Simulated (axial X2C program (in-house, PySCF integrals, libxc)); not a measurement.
## Spectroscopic constants of BiS⁺

Computed with an axial X2C code built on PySCF integrals. Spin-free means the one-electron spin-free X2C Hamiltonian. Basis: Bi dyall-cv3z [12s14p10d6f1g], S dyall-av3z [9s8p3d2f] (cores contracted in-house); Gaussian nuclei, density fitting, unrestricted open shells. Masses: Bi 208.980 u, S 31.972 u.

State, spin-free: M_S = 0, Λ = 0 (closed shell); electrons by block: σα: 19, σβ: 19, π+α: 10, π+β: 10, π-α: 10, π-β: 10, δ+α: 4, δ+β: 4, δ-α: 4, δ-β: 4, φ+α: 1, φ+β: 1, φ-α: 1, φ-β: 1. Fragments: Bi+ + S.

| Hamiltonian | level | Re (Å) | ωe (cm⁻¹) | ωexe (cm⁻¹) | Be (cm⁻¹) | αe (cm⁻¹) | De (eV) | k (mdyn/Å) | μ (D) |
| --- | --- | --- | --- | --- | --- | --- | --- | --- | --- |
| spin-free | PBE0 | 2.216 | 520.2 | 1.09 | 0.1238 | 0.000364 | 4.39 | 4.42 | -1.00 |
| spin-free | HF | 2.183 | 572.7 | 1.01 | 0.1276 | 0.000327 | 1.48 | 5.36 | -1.70 |
| spin-free | MP2 | 2.272 | 456.7 | n/a | 0.1178 | 0.00044 | 4.52 | 3.41 | n/a |
| spin-free | CCSD | 2.235 | 508.9 | 1.09 | 0.1217 | 0.000368 | 3.87 | 4.23 | n/a |
| spin-free | CCSD(T) | 2.262 | 470.4 | 1.37 | 0.1188 | 0.000427 | 4.28 | 3.62 | n/a |
| spin-free | M06 | 2.235 | 506.8 | 1.05 | 0.1217 | 0.000362 | 4.91 | 4.2 | -1.05 |

Correlated methods: 10 electrons correlated (number of frozen shells: Bi 5 s, 4 p, 3 d, 1 f; S 2 s, 1 p), 248 virtual spin orbitals or spinors in MP2, 88 natural virtuals in coupled cluster.

Dipoles are positive if S is the positive end and refer to the centre of mass.

One determinant describes the state; a PBE0 search over occupations chose it and may have missed a lower one. Closed shells are restricted here (equal orbitals for both partners); the stretched side of such a curve lies too high. Dissociation energies refer to the lowest single-determinant-based atoms at the same level and basis. CCSD and (T) use frozen natural virtuals with an MP2 correction for the truncation; (T) itself is uncorrected, so its De runs slightly low. Without a current term, density functionals place determinants with orbital angular momentum somewhat too high. The T1 diagnostic is large, a sign of multireference character. With the outer-core shells frozen, correlated bond lengths of heavy atoms tend to come out a few hundredths of an ångström too long. Spin-free De lacks the spin–orbit lowering of the heavy p-block atom, a tenth of an eV or more for 4p and 5p, up to an eV for 6p and one to two eV for 7p atoms, less what an open-shell molecule gains itself.

No reliable constants came from CCSD (2c), CCSD(T) (2c), HF (2c), M06 (2c), MP2 (2c), PBE0 (2c): no minimum in range, unconverged points, a curve that is not smooth, a change of character along it, or the two Hamiltonians disagreeing along it.

The whole task took 3.2 min on 1 thread of Arm Neoverse V1 (shared host).
